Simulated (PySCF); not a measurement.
**Unknown compound**

An unknown has the formula C$_{2}$H$_{11}$ClOSi$_{3}$. Its calculated NMR data are:

¹H NMR (400 MHz, computed): δ 4.92 (s, 3H), 4.11 (s, 6H), 3.99 (s, 2H).

¹³C{¹H} NMR (computed): δ 76.0 (CH2), 40.5 (C).

PySCF 2.14.0 with density-fitted response routines calculation with PBE0/pcSseg-1 with gauge-including orbitals and GFN2-xTB geometry; fast rotation and ring inversion assumed for equivalent nuclei, a single conformation, relativity neglected, no solvent.

δ = σ(ref) − σ, references computed at the same level: ¹H, ¹³C against TMS.

Deduce the structure.

Results:


The formula gives 0 degrees of unsaturation. 2 carbon signals for 2 carbons: no two carbons are equivalent. Carbon types of the structure: 1 × C, 1 × CH2, leaving 9 H on heteroatoms. δC 76.0: sp3 CH2 bonded to O; deshielded by the electronegative neighbour. δC 40.5: fully substituted sp3 carbon bonded to Cl and 2 Si; pulled downfield by the heteroatom. δH 4.92: hydrogen on a silicon bonded to O. δH 4.11: hydrogen on a silicon bonded to C. δH 3.99: hydrogen on an sp3 CH2 bonded to O; its carbon carries O, hence the downfield position.

Structure: `[SiH3]OCC([SiH3])([SiH3])Cl`.

The shifts were computed for this structure.

Carbons that carry Cl, above all several Cl atoms, come out too deshielded, partly because spin–orbit coupling is missing. Shifts are as computed. Against solution values, carbons near 30 ppm lie about +3 ppm off and those near 130 ppm about +5 ppm; carbons on Cl a further +6 ppm. Of 1211 compounds with measured shifts, 218 miss one by over three times the rms of a fit or turn the order of signals round; such compounds aren't used in these exercises. Multiplicities follow the n + 1 count of equivalent neighbours, as no J values were calculated; m marks all less simple cases, F and P coupling included.
